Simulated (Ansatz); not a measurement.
Abridged output of a molecular run in Ansatz:

```
Functional definition: HF
1872 factors; integrals over basis functions are off by at most 1.3e-3 eV
mean field evaluation 1: about -24975.6806 eV, gradient 4.3e1 eV
mean field evaluation 2: about -24975.9564 eV, gradient 4.3e1 eV
mean field evaluation 4: about -24980.8568 eV, gradient 4.9e0 eV
mean field evaluation 8: about -24980.9537 eV, gradient 2.4e-1 eV
mean field evaluation 16: about -24980.9540 eV, gradient 1.6e-6 eV
mean field -24980.95404623 eV, -918.0331285001 hartree, gradient 1.6e-6 eV, S^2 0.000000; 0 other end points of the search recorded, 0 dependent functions left out
17 core orbitals not correlated: weight in the atoms' cores, before any rotation towards them, 1.000 or more for the frozen orbitals, at most 0.000 for the correlated occupied ones
reference -24980.95404623 eV, -918.0331285001 hartree; 15, 15 occupied and 296, 296 virtual orbitals, 1872 factors
second order -19.80343759 eV of doubles, -0.00000000 eV of singles
cycle   1  -21.03068394 eV  change    -1.2e0 eV  update   1.0e-1
cycle   2  -21.67123250 eV  change   -6.4e-1 eV  update   3.2e-2
cycle   3  -21.75597149 eV  change   -8.5e-2 eV  update   1.3e-2
cycle   4  -21.74764739 eV  change    8.3e-3 eV  update   3.4e-3
cycle   5  -21.74705998 eV  change    5.9e-4 eV  update   1.4e-3
cycle   6  -21.74689396 eV  change    1.7e-4 eV  update   4.1e-4
cycle   7  -21.74675260 eV  change    1.4e-4 eV  update   1.5e-4
cycle   8  -21.74679019 eV  change   -3.8e-5 eV  update   6.4e-5
cycle   9  -21.74680654 eV  change   -1.6e-5 eV  update   2.7e-5
perturbative correction -0.80906074 eV, -0.0297324337 hartree
Total energy: -25003.50991351 eV, -918.8620413336 hartree
```

Its atoms:

Cartesian coordinates in Å:
```
C -1.3123 0.1132 -2.0243
Si -0.2943 0.7748 -0.5942
Al -1.1187 0.3570 1.6956
N 1.2101 -0.1382 -0.4709
Si 1.7357 -0.7375 1.0316
H -1.5961 -0.9282 -1.8582
H -2.2273 0.7006 -2.1424
H -0.7573 0.1737 -2.9651
H 0.0236 2.1996 -0.9289
H -2.1305 -0.8480 1.9470
H -0.7999 1.3667 2.8842
H 1.8248 -0.2117 -1.2699
H 2.6950 0.1035 1.7933
H 2.2504 -2.1301 0.9807
H 0.4967 -0.7953 1.9215
```

Question: Which basis set was used?
A. def2-TZVPP
B. def2-QZVPP
C. def2-TZVPPD
D. cc-pV(Q+d)Z

Answer: A. It gives 328 functions.

Question: Write the keys of the input that set method, charge and spin (a neutral closed shell needs none for the last two).

Answer: 
```yaml
correlation: {method: ccsd_t}
```
